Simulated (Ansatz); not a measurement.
C₂H₇BGaNO (`[BH2][Ga]1[O]C[N]1C`). The species carries charge 0 and has multiplicity 1. Geometry: relaxed with PBE0-D4/def2-TZVP.

```xyz
13

B    -2.791    0.254    1.389
Ga   -0.921    0.558    0.584
O     0.292    1.932    0.376
C     1.193    1.078   -0.278
N     0.505   -0.196   -0.291
C     1.092   -1.356   -0.878
H    -3.304   -0.823    1.345
H    -3.386    1.149    1.907
H     1.408    1.439   -1.299
H     2.151    1.022    0.269
H     0.417   -2.208   -0.784
H     1.302   -1.218   -1.949
H     2.041   -1.631   -0.394
```

Q: What is the dipole moment at ωB97M-V/def2-TZVPP? (Best estimate.)

A: Computed: 2.76 D, with components (-1.66, -2.19, 0.20) D in this frame, pointing from negative to positive charge.

Q: And with PBE, r2SCAN, B3LYP? (An estimate is asked.)

A: The calculation gave: PBE 2.20 D, r2SCAN 2.28 D, B3LYP 2.46 D.

Q: Give the Mulliken charges with ωB97M-V, r2SCAN, PBE in def2-TZVPP. (An estimate is asked.)

A: The calculation gave: 
| atom | ωB97M-V | r2SCAN | PBE |
| --- | --- | --- | --- |
| B1 | 0.09 | 0.13 | 0.08 |
| Ga2 | 0.10 | 0.12 | 0.04 |
| O3 | -0.48 | -0.49 | -0.40 |
| C4 | 0.10 | 0.29 | 0.14 |
| N5 | -0.32 | -0.30 | -0.19 |
| C6 | -0.21 | -0.04 | -0.17 |
| H7 | 0.11 | 0.03 | 0.05 |
| H8 | 0.11 | 0.04 | 0.06 |
| H9 | 0.09 | 0.03 | 0.07 |
| H10 | 0.09 | 0.03 | 0.07 |
| H11 | 0.10 | 0.04 | 0.09 |
| H12 | 0.11 | 0.05 | 0.09 |
| H13 | 0.11 | 0.05 | 0.09 |

B3LYP here is the variant with VWN-RPA as its local correlation; programs differ in this.
